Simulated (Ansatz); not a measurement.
A CCSD(T) single point on AlF$_{2}$HO, SMILES `[OH][Al]([F])[F]`.

```yaml
crystal:
  periodic: [false, false, false]
  atoms:
    - {symbol: O, position_ang: [0.004546, 1.227001, 0.002435]}
    - {symbol: Al, position_ang: [0.185689, -0.435246, 0.092061]}
    - {symbol: F, position_ang: [1.487426, -1.050604, 0.862617]}
    - {symbol: F, position_ang: [-0.897938, -1.471808, -0.566696]}
    - {symbol: H, position_ang: [-0.729923, 1.657057, -0.431816]}
basis:
  gaussian: {orbitals: def2-TZVPP}
correlation: {method: ccsd_t}
output: {orbitals: {seedname: orbitals}}
```

```sh
$ ansatz run in.yaml --threads 2 --pin off --events-out ev --progress --plain
```

The program prints (abridged):

```
Functional definition: HF
951 factors; integrals over basis functions are off by at most 7.1e-4 eV
mean field evaluation 1: about -14053.0457 eV, gradient 5.2e1 eV
mean field evaluation 2: about -14053.1206 eV, gradient 5.3e1 eV
mean field evaluation 4: about -14057.3191 eV, gradient 1.9e0 eV
mean field evaluation 8: about -14057.3656 eV, gradient 3.1e-1 eV
mean field -14057.36595685 eV, -516.5986704894 hartree, gradient 3.5e-6 eV, S^2 0.000000; 0 other end points of the search recorded, 0 dependent functions left out
8 core orbitals not correlated: weight in the atoms' cores, before any rotation towards them, 1.000 or more for the frozen orbitals, at most 0.000 for the correlated occupied ones
reference -14057.36595685 eV, -516.5986704894 hartree; 12, 12 occupied and 129, 129 virtual orbitals, 951 factors
second order -22.22255238 eV of doubles, -0.00000000 eV of singles
cycle   1  -21.75743779 eV  change    4.7e-1 eV  update   9.5e-2
cycle   2  -22.16392724 eV  change   -4.1e-1 eV  update   2.7e-2
cycle   3  -22.26846140 eV  change   -1.0e-1 eV  update   1.3e-2
cycle   4  -22.25370949 eV  change    1.5e-2 eV  update   2.9e-3
cycle   5  -22.25065044 eV  change    3.1e-3 eV  update   1.1e-3
cycle   6  -22.25134386 eV  change   -6.9e-4 eV  update   3.4e-4
cycle   7  -22.25126624 eV  change    7.8e-5 eV  update   1.0e-4
cycle   8  -22.25119527 eV  change    7.1e-5 eV  update   3.6e-5
cycle   9  -22.25119910 eV  change   -3.8e-6 eV  update   1.4e-5
perturbative correction -0.64907850 eV, -0.0238531950 hartree
Total energy: -14080.26623446 eV, -517.4402401690 hartree
```

Run time 35 s (2 threads of a server CPU on a shared host); peak host memory 1 GiB.

The correlation energy is -22.900 eV, 2.8 % of it from (T); the T1 diagnostic reads 0.0126.
